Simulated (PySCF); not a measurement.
# Correlation energy of Ar²⁺ (argon, charge +2)

[Ne] 3s2 3p4, high-spin 3P determinant. All numbers are calculated (PySCF 2.14, the spin-free X2C one-electron Hamiltonian (Gaussian nucleus), in x2c-QZVPPall with one added diffuse shell each of s, p, d, f type (10s7p5d3f1g, 86 functions)). Frozen: 1s2; 14 electrons correlated.

MP2 pair energies summed by pair of shells (mhartree):

```csv
pair,energy,share (%)
2p-2p,-100.33,30.7
3p-3p,-67.14,20.5
3s-3p,-66.19,20.2
2p-3p,-26.95,8.2
2s-2p,-26.37,8.1
2p-3s,-15.99,4.9
3s-3s,-10.74,3.3
2s-2s,-6.51,2.0
2s-3p,-4.59,1.4
2s-3s,-2.38,0.7
```

Total MP2 correlation energy: -327.19 mhartree.

Same-spin part -89.66 and opposite-spin part -237.53 mhartree; SCS-MP2 scales them by 1/3 and 6/5 to -314.93 mhartree.

This basis was not built for core-valence correlation, so the inner-shell part is incomplete.
